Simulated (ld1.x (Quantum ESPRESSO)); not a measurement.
## Configuration tests for Mn (PAW)

| Property | Result |
| --- | --- |
| Element | manganese |
| Generator | ld1.x (Quantum ESPRESSO) 7.5 |
| Type | PAW |
| Functional | LDA (PZ) |
| Relativity | fully relativistic |
| Frozen core | [Ne] |
| Valence charge | 15 |
| Reference configuration | 3s2 3p6 3d5 4s1.5 4p0.5 |
| Partial waves | 3s (bound): rcut 1.15, rcutus 1.30 bohr; 4s (bound): rcut 1.15, rcutus 1.30 bohr; 3p (bound): rcut 1.25, rcutus 1.30 bohr; 4p (bound): rcut 1.25, rcutus 1.30 bohr; 3d (bound): rcut 1.05, rcutus 1.25 bohr; 3d channel at 2.2 Ry: rcut 1.05, rcutus 1.25 bohr; 4f channel at -0.05 Ry: rcut 1.05, rcutus 1.20 bohr; 4f channel at 1.3 Ry: rcut 1.05, rcutus 1.20 bohr |
| Local potential | all-electron potential smoothed inside 1.00 bohr (lloc = -1) |
| Core correction | a·sin(br)/r model core, default radius (core density twice the valence density) |
| Augmentation charge | PSQ, inside the norm-conserving radii |

Open shells are filled in proportion to 2j + 1 (rel_dist='average').

Energies are relative to the spin-unpolarised reference configuration 3s2 3p6 3d5 4s1.5 4p0.5; without spin polarisation the order of configurations can differ from experiment. The frozen-core shift is the all-electron ΔE with the core orbitals held at their reference shape minus the fully relaxed ΔE.

| valence configuration | charge | ΔE all-electron (eV) | error AE − PS (meV) | frozen-core shift (meV) |
| --- | --- | --- | --- | --- |
| 3s2 3p6 3d5 4s1 4p0 | +1 | 6.721 | 0.0 | 0.0 |
| 3s2 3p6 3d5 4s0 4p0 | +2 | 22.598 | 0.0 | +0.1 |
| 3s2 3p6 3d5.5 4s1.5 4p0 | 0 | -2.438 | +0.3 | +0.1 |
| 3s2 3p6 3d4 4s2 4p0 | +1 | 11.515 | +1.0 | +0.3 |
| 3s2 3p5 3d5 4s2 4p0 | +1 | 59.970 | -1.5 | +5.6 |

Q: What are ΔE and the potential's error for 3s2 3p6 3d5 4s2 4p0?

A: ΔE = -1.933 eV all-electron; the error (AE − PS) is 0.0 meV.

Q: What are ΔE and the potential's error for 3s2 3p6 3d5 4s0 4p2?

A: ΔE = 6.148 eV all-electron; the error (AE − PS) is +0.2 meV.

The ghost test of this file was not conclusive.
